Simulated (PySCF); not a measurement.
BrCl2FGe, SMILES [F][Ge]([Cl])([Cl])[Br], PBE0/def2-SVP optimised geometry.

```
5

F      1.22    -1.07     0.00
Ge    -0.50    -1.07     0.00
Cl    -1.14    -2.10    -1.74
Cl    -1.14    -2.10     1.74
Br    -1.22     1.07     0.00
```

Density from PBE0/def2-TZVP run with PySCF at that geometry.

Minimum of the electron density along straight lines between bonded atoms, close to the bond critical point (lines longer than 1.1 times the sum of covalent radii, or with two minima, are not listed):

| bond | length / Å | ρ at the minimum / e bohr⁻³ | ∇²ρ there / e bohr⁻⁵ | position (fraction from the first atom) |
|---|---|---|---|---|
| F1–Ge2 | 1.720 | 0.150 | 0.85 | 0.52 |
| Ge2–Cl3 | 2.121 | 0.114 | 0.17 | 0.43 |
| Ge2–Cl4 | 2.121 | 0.114 | 0.17 | 0.43 |
| Ge2–Br5 | 2.263 | 0.103 | 0.05 | 0.43 |
